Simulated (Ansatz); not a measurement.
The same path of AlH$_{5}$N$_{2}$S (9 atoms, charge 0, multiplicity 1) was run twice with different band settings. The coordinate that changes most is the dihedral H6–N1–Al2–S4.

Level of theory: RKS r2SCAN/STO-3G in Ansatz.

Relaxed end points:

```xyz
9
Properties=species:S:1:pos:R:3
N -0.185 1.262 -0.754
Al -0.093 -0.176 0.210
N 1.212 -1.276 -0.080
S -1.523 -0.594 1.706
H 0.469 1.511 -1.514
H -0.917 1.988 -0.696
H 1.961 -1.148 -0.779
H 1.384 -2.155 0.434
H -2.220 0.542 1.455
```

```xyz
9
Properties=species:S:1:pos:R:3
N -0.192 1.256 -0.761
Al -0.093 -0.177 0.209
N 1.220 -1.271 -0.072
S -1.526 -0.597 1.700
H -0.923 1.983 -0.700
H 0.472 1.517 -1.508
H 1.967 -1.143 -0.773
H 1.391 -2.150 0.441
H -2.227 0.536 1.446
```

Common settings: movable images 7; climbing image yes; optimiser quadratic models (default); start path IDPP; force threshold 0.05 eV/Å; iteration limit 60; end points relaxed.

| run | spring |
| --- | --- |
| 1 | 5.0 eV/Å² |
| 2 | 50.0 eV/Å² |

What does each run give, and how far can it be trusted?

Run 1: converged after 16 iterations, highest image 0.241 eV above the first end. A vibrational analysis at the climbing image gives one clearly imaginary mode, 229i cm⁻¹: a first-order saddle point.
Run 2: converged after 16 iterations, highest image 0.241 eV above the first end. Another band between the same ends (7 images) ends at a top of the same energy, where a vibrational analysis finds 1 clearly imaginary mode.
Limits of this set-up: minimal basis.
